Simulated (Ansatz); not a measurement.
`FC(F)C(F)(C(F)F)C(F)(F)F` → `FC(F)C(F)(F)C(F)F` + `F[C]F`  (difluorocarbene loss)

Program: Ansatz. Geometries: PBE0-D4/def2-TZVP. ΔE: electronic, gas phase. CCSD(T)/CBS is the MP2 limit (def2-TZVPP, def2-QZVPP) plus CCSD(T) − MP2 in def2-TZVPP, frozen cores. This one scheme is used for every species. DFT in def2-TZVPP. Each species was taken in one conformer, which may not be the lowest.

```csv
level,ΔE (kJ/mol)
r2SCAN-D4,267.0
PBE0-D4,267.5
SCS-MP2/def2-QZVPP,251.8
CCSD/CBS(def2),247.7
```

Task: What does CCSD(T)/CBS give? (Estimate.)

Result: Computed: +249.9 kJ/mol. The listed levels differ from it by 17.1, 17.6, 1.9, -2.2 kJ/mol.

Largest T1 diagnostic among the species: 0.017.

From PBE to PBE0 (25 % exact exchange), in def2-TZVPP and without D4, ΔE moves by +16.5 kJ/mol. Leaving LDA and LC-ωPBE aside and taking each functional with its dispersion term where it has one, the values, not all of them listed here, spread over 48.8 kJ/mol, from BLYP-D4 to r2SCAN0-D4. LDA lies +70.0 kJ/mol from PBE without D4. In def2-TZVPP, CCSD(T) changes the Hartree–Fock value by +39.7 kJ/mol (the triples alone add +2.1 kJ/mol) and MP2 by +58.8 kJ/mol.

CCSD(T)/CBS has its own doubt, a few kJ/mol and more with outer-core shells, so smaller differences from it don't rank the levels.
